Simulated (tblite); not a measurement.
Species: C6H6B2F2.
Bonds: F1–B2, B2–F3, B2–C4, C4–C5 (double), C5–C6, C6–C7 (double), C7–B8, B8–C9, C9–C10 (double), C4–C10. Hydrogens: H11 on C5; H12 on C6; H13 on C7; H14 on B8; H15 on C9; H16 on C10.

Computed with GFN2-xTB (tblite), gas phase: Langevin dynamics at 300 K from the optimised GFN2-xTB geometry, time step 0.5 fs, friction 0.01 fs⁻¹, 2000 steps.

Start geometry:
```
atom  x, y, z in Å
F1      3.434   -0.813   -0.436
B2      2.656    0.192   -0.074
F3      3.321    1.292    0.227
C4      1.098    0.086   -0.020
C5      0.553   -1.124   -0.400
C6     -0.783   -1.568   -0.490
C7     -1.934   -0.891   -0.211
B8     -2.106    0.544    0.285
C9     -0.931    1.478    0.551
C10     0.405    1.258    0.412
H11     1.284   -1.873   -0.685
H12    -0.873   -2.595   -0.835
H13    -2.838   -1.472   -0.370
H14    -3.195    0.944    0.470
H15    -1.173    2.477    0.904
H16     1.075    2.076    0.659
```

The statistics below take the 31 frames saved every 25 fs from 250 to 1000 fs; their kinetic temperature (all 3N coordinates) averages 247 K.

Q: Give the mean, spread and extremes of the bond lengths.

A: 
```tsv
bond	start (Å)	mean (Å)	standard deviation (Å)	shortest (Å)	longest (Å)
F1–B2	1.322	1.327	0.021	1.288	1.377
B2–F3	1.320	1.323	0.032	1.268	1.393
B2–C4	1.563	1.570	0.031	1.505	1.645
C4=C5	1.381	1.387	0.024	1.329	1.446
C5–C6	1.411	1.417	0.026	1.360	1.476
C6=C7	1.364	1.367	0.020	1.331	1.403
C7–B8	1.528	1.532	0.036	1.438	1.639
B8–C9	1.525	1.525	0.028	1.473	1.577
C9=C10	1.361	1.368	0.025	1.326	1.424
C4–C10	1.428	1.432	0.026	1.392	1.509
C5–H11	1.085	1.090	0.038	1.015	1.201
C6–H12	1.087	1.087	0.027	1.023	1.141
C7–H13	1.087	1.092	0.023	1.036	1.135
B8–H14	1.175	1.179	0.020	1.150	1.222
C9–H15	1.086	1.091	0.021	1.059	1.127
C10–H16	1.086	1.088	0.016	1.061	1.123
```

Q: Give the same statistics for bond angles, one of each kind among heavy atoms.

A: 
```
    angle  start (°)  mean (°)  standard deviation (°)  smallest (°)  largest (°)
 F1–B2–F3      113.5     113.2                     3.7         105.9        121.0
 F1–B2–C4      123.0     123.6                     2.9         116.1        128.5
 B2–C4–C5      116.3     117.0                     3.2         109.4        125.1
B2–C4–C10      116.0     115.6                     3.1         110.1        123.6
C5–C4–C10      127.7     127.2                     3.4         121.9        136.1
 C4–C5–C6      131.8     131.2                     3.4         123.8        138.3
 C5–C6–C7      129.0     128.3                     4.1         116.8        135.0
 C6–C7–B8      128.9     129.0                     3.5         120.5        134.0
 C7–B8–C9      123.0     121.9                     3.6         116.1        128.3
B8–C9–C10      129.7     129.1                     3.2         124.0        137.1
C4–C10–C9      129.8     129.8                     2.7         125.4        136.1
```

Q: Follow the torsion F1–B2–C4–C5 through every second one of these frames.

A: 
| t (fs) | F1–B2–C4–C5 (°) |
| --- | --- |
| 250 | 17 |
| 300 | 12 |
| 350 | 8 |
| 400 | 4 |
| 450 | 0 |
| 500 | -15 |
| 550 | -20 |
| 600 | -10 |
| 650 | -8 |
| 700 | -5 |
| 750 | 3 |
| 800 | 5 |
| 850 | 11 |
| 900 | 12 |
| 950 | 11 |
| 1000 | -1 |

Largest departure from the start value over all these frames: F1–B2–C4–C5 21° (start -1°).

Q: How widely does the potential energy scatter, against a harmonic estimate?

A: Mean 0.49 eV above the start, standard deviation 0.097 eV, range 0.29 to 0.68 eV. For 42 classical harmonic modes at 300 K the canonical values are 42kT/2 = 0.54 eV and kT·√(42/2) = 0.118 eV.

The run is classical and short, so these are rough statistics of one trajectory.

What follows is the cost of the whole dynamics run. Time: 11 s wall; peak memory 0.18 GiB. Hardware: one thread of an Intel Xeon 6975P-C, no GPU (shared host).
